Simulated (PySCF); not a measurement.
# Computed spin Hamiltonian

Compound: C6H5F2O2 (doublet state).
Geometry (GFN2-xTB, Å), atoms numbered from 1 in this order:
```xyz
15
C6H5F2O2 angstrom
C      1.7772    0.1218   -2.3216
C      1.0152   -0.1386   -1.4274
C      0.1374   -0.3455   -0.3481
C     -0.7431   -1.3492   -0.3234
O     -1.7711   -1.6623    0.3845
C     -2.4851   -0.6580    1.1173
O      0.3183    0.4613    0.8229
C      1.5442    0.9426    1.0714
F      1.7550    0.9371    2.4034
F      1.6472    2.2446    0.6968
H      2.4244    0.3111   -3.1253
H     -1.9233   -0.3969    2.0160
H     -3.4474   -1.0913    1.3827
H     -2.6213    0.2379    0.5093
H      2.3680    0.3934    0.5799
```

The hyperfine couplings belong to this conformer and change with its torsions.

The species is `C#C/C(=[C]/OC)OC(F)F` [radical].

Theory: UKS B3LYP, pcH-1 on C F H O, non-relativistic, mean-field spin-orbit, GIAO in PySCF 2.14.0. One conformer (not necessarily the lowest) at the GFN2-xTB geometry, without solvent, vibrations or thermal averaging. Couplings are sensitive to structure, and on GFN2-xTB geometries they can be far from those on DFT ones. The frame is twisted about the C3–C4 bond at this geometry (dihedral O7–C3–C4–O5 = 21°); couplings at other torsion angles weren't computed. No stability test was run, so a lower SCF solution isn't excluded.

| Property | Result |
| --- | --- |
| g1, g2, g3 | 2.00213, 2.00244, 2.00333 |
| g_iso | 2.00264 |
| Form of g | rhombic: the two nearest values differ by 26 % of g3 − g1 |
| ⟨S²⟩ | 0.7556 (exact 0.7500) |
| α and β electrons | 38, 37 |
| HOMO–LUMO gap, α and β orbitals | 5.26, 3.41 eV |
| Total energy | -581.61514 Eh |

Isotropic coupling and dipolar principal values T1 to T3, in mT; ρ(0) is the spin density at the nucleus (MHz turned into mT with g_iso):

| atom | isotope | a_iso | T1 | T2 | T3 | Mulliken spin population | ρ(0) (bohr⁻³) |
| --- | --- | --- | --- | --- | --- | --- | --- |
| C1 | 13C | 0.07 | -0.22 | -0.06 | 0.28 | 0.03 | 0.0018 |
| C2 | 13C | 0.19 | -0.12 | -0.02 | 0.14 | 0.00 | 0.0047 |
| C3 | 13C | 3.92 | -0.42 | -0.20 | 0.62 | -0.01 | 0.0977 |
| C4 | 13C | 15.83 | -2.39 | -1.94 | 4.33 | 0.81 | 0.3947 |
| O5 | 17O | -4.40 | -1.49 | 0.72 | 0.76 | 0.08 | 0.2034 |
| C6 | 13C | 0.97 | -0.20 | -0.17 | 0.36 | 0.04 | 0.0241 |
| O7 | 17O | -1.30 | -0.76 | 0.33 | 0.44 | 0.04 | 0.0603 |
| C8 | 13C | 0.09 | -0.03 | -0.01 | 0.05 | 0.00 | 0.0022 |
| F9 | 19F | -0.07 | -0.09 | -0.04 | 0.13 | 0.00 | -0.0004 |
| F10 | 19F | 0.48 | -0.32 | -0.29 | 0.61 | 0.00 | 0.0032 |
| H11 | 1H | -0.08 | -0.08 | -0.01 | 0.09 | 0.00 | -0.0005 |
| H12 | 1H | 0.50 | -0.14 | -0.04 | 0.18 | 0.01 | 0.0031 |
| H13 | 1H | -0.14 | -0.14 | -0.08 | 0.23 | 0.00 | -0.0009 |
| H14 | 1H | -0.03 | -0.15 | -0.09 | 0.25 | 0.00 | -0.0002 |
| H15 | 1H | 0.03 | -0.06 | -0.05 | 0.11 | 0.00 | 0.0002 |

Largest spin populations (Mulliken): C4 (+0.81) and O5 (+0.08). No atom but C4 exceeds +0.15.

Under fast tumbling the dipolar parts average out, and these isotropic splittings remain: 2 × 19F (F9/F10, I = 1/2, 3 lines) with 0.21 mT, 3 × 1H (H12/H13/H14, I = 1/2, 4 lines) with 0.11 mT, 1 × 1H (H11, I = 1/2, 2 lines) with 0.08 mT and 1 × 1H (H15, I = 1/2, 2 lines) with 0.03 mT.

Class means assume fast exchange of nuclei equivalent by connectivity; if that motion is slow, each nucleus keeps its own coupling. The three 1H nuclei of mean +3.1 MHz run from -3.9 to 14.0 MHz in the frozen geometry. The 19F value of +5.8 MHz is a mean of couplings from -1.9 to 13.4 MHz in this one geometry, not an average over conformers.

The 13C coupling of C4 (443.8 MHz) shows only in satellite lines or after enrichment, since that isotope makes up about 1.07 % of natural carbon.

The 17O coupling of O5 (-123.3 MHz) shows only in satellite lines or after enrichment, since that isotope makes up about 0.038 % of natural oxygen.
